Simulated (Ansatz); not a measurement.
`O[Si](S)(Cl)Br` → Br• + Cl• + 2 H• + O• + S• + Si•  (atomization)

Isolated molecules relaxed with PBE0-D4/def2-TZVP in Ansatz; ΔE leaves out vibrations. CCSD(T)/CBS adds triple-zeta CCSD(T) − MP2 to the extrapolated MP2 energy (def2 sets, frozen cores). This one scheme is used for every species, atoms too. For atomizations the MP2-based limit and the directly extrapolated one differ by several kJ/mol either way, and by 10 to 25 for some Ge, Se and Sn compounds, so smaller differences from it don't rank the levels. DFT in def2-TZVPP. No spin–orbit coupling; open shells (•) take unrestricted orbitals. Spin–orbit coupling would lower the free atoms: a little for Cl, O, S, Si; clearly for Br. For Br outer-core shells are correlated without core-valence functions, so the limit isn't a true one: a few kJ/mol of doubt a bond, and 10 to 20 or more in all where bonds break to atoms. Scalar relativity is left out up to krypton. One conformer a species, not always the lowest.

CCSD(T)/CBS gives +572.1 kcal/mol.

(1) Another level gave +544.2 kcal/mol. Which?
A. PBE0/def2-TZVPP
B. ωB97X-V/def2-TZVPP
C. BLYP/def2-TZVPP
D. r2SCAN0/def2-TZVPP

Largest T1 diagnostic among the species: 0.012.

Results:

(1) C. BLYP 544.2, r2SCAN0 558.6, PBE0 560.1, ωB97X-V 570.6 kcal/mol.

The D4 term adds +10.9 kcal/mol with B3LYP and +5.6 kcal/mol with PBE0; it sums over pairs of atoms, weighted by their polarisabilities, and B3LYP, whose exchange is more repulsive, gets the larger term. From PBE to PBE0 (25 % exact exchange), in def2-TZVPP and without D4, ΔE moves by −10.3 kcal/mol: exact exchange takes away binding that semilocal exchange gives to molecules.

B3LYP here is the variant with VWN-RPA as its local correlation; programs differ in this.
